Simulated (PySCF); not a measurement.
# Highest orbital energy against ionisation energy along the second row

Calculated with PySCF 2.14, no spin-orbit coupling. Each cell gives −ε(HOMO) / ΔSCF in eV; NIST values include spin-orbit coupling, (s) semi-empirical, (t) theoretical.

```tsv
species	UHF	LDA	PBE	PBE0	r2SCAN	NIST (lowest levels)
B²⁺ (x2c-QZVPPall, spin-free X2C)	37.833 / 37.829	32.368 / 37.909	32.665 / 38.301	34.064 / 38.241	32.918 / 37.872	37.931
C²⁺ (x2c-QZVPPall, spin-free X2C)	46.117 / 45.798	40.174 / 46.968	40.378 / 47.126	42.055 / 47.061	40.686 / 46.640	47.888
N²⁺ (x2c-QZVPPall, spin-free X2C)	48.037 / 47.298	38.579 / 47.870	38.831 / 48.024	41.259 / 48.007	39.787 / 48.231	47.445 (s)
O²⁺ (x2c-QZVPPall, spin-free X2C)	55.794 / 54.609	44.983 / 55.420	45.060 / 55.270	47.897 / 55.305	46.126 / 55.602	54.936 (s)
F²⁺ (x2c-QZVPPall, spin-free X2C)	63.884 / 62.252	51.603 / 63.180	51.564 / 62.851	54.818 / 62.929	52.803 / 63.162	62.708 (s)
Ne²⁺ (x2c-QZVPPall, spin-free X2C)	64.133 / 61.832	52.143 / 63.628	52.547 / 63.879	55.751 / 63.732	53.401 / 63.609	63.423
```

Question: How far is −ε(HOMO) from ΔSCF on average for each method, and why?

Answer: UHF 1.03 eV; LDA -9.19 eV; PBE -9.07 eV; PBE0 -6.57 eV; r2SCAN -8.23 eV. Hartree-Fock orbital energies lack relaxation and so exceed the ΔSCF value; semilocal functionals have convex E(N) from self-interaction, so their HOMO lies far too high; exact exchange moves hybrids part of the way back.
